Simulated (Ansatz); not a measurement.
`CO[Si]1(F)CO1` from Hartree–Fock to CCSD(T)

```xyz
11

C     1.088   -0.755   -1.633
O     0.700   -0.604   -0.280
Si   -0.590    0.121    0.337
F    -1.583    0.468   -0.849
C    -0.674    0.968    1.901
O    -1.229   -0.447    1.713
H     0.291   -0.460   -2.319
H     1.972   -0.143   -1.825
H     1.338   -1.802   -1.806
H     0.150    0.979    2.610
H    -1.462    1.675    2.151
```

Charge 0, multiplicity 1. The structure was optimised at the PBE0-D4/def2-TZVP level. It is one conformer, not always the lowest. Frozen core, restricted reference, Ansatz 0.2.0. CBS rows extrapolate triple and quadruple zeta; past MP2 they add the triple-zeta difference.

```json
{"basis": "def2-TZVPP", "HF (Eh)": "-616.99173", "MP2 corr.": "-1.16661"}
{"basis": "def2-QZVPP", "HF (Eh)": "-617.01731", "MP2 corr.": "-1.26017"}
```

Question: Estimate the CCSD correlation energy and the (T) correction in each basis where they were run (hartree).

Answer: 
```
     basis  CCSD corr.       (T)
def2-TZVPP    -1.19249  -0.04437
 CBS(def2)    -1.35535     as TZ
```
